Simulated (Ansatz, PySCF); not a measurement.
C2H10O2Si2, SMILES [SiH3]O[SiH2][C@H](C)O.

Geometry optimised at ωB97X-D3(BJ)/def2-SVP. The structure was generated by enumeration; whether it is a known compound was not checked. Other conformers were not sampled.

Vertical ionisation energy (IE) and electron affinity (EA) in eV. Rows of orbital energies are one-electron estimates. Where ΔSCF, EOM or ADC give a negative EA the extra electron is unbound and the value depends on the basis.

| level | IE | EA |
|---|---|---|
| −ε(HOMO), −ε(LUMO), HF/def2-TZVP (PySCF) | 10.92 | -2.75 |
| −ε(HOMO), −ε(LUMO), PBE/def2-TZVP (PySCF) | 5.96 | 1.20 |
| ΔSCF, CAM-B3LYP/def2-SVPD (Ansatz), final states of multiplicity 2 and 2 | 9.72 | -1.18 |
| ΔSCF, PBE/def2-SVPD (Ansatz), final states of multiplicity 2 and 2 | 9.09 | -0.76 |

**Question.** What vertical singlet–triplet gap does ΔSCF give with CAM-B3LYP/def2-SVPD (Ansatz, a first-principles code) and with PBE/def2-SVPD (Ansatz)? (The exact figures need the calculation; the answer reports its results.)

**Answer.** 6.34 and 5.36 eV (triplet above singlet where positive).
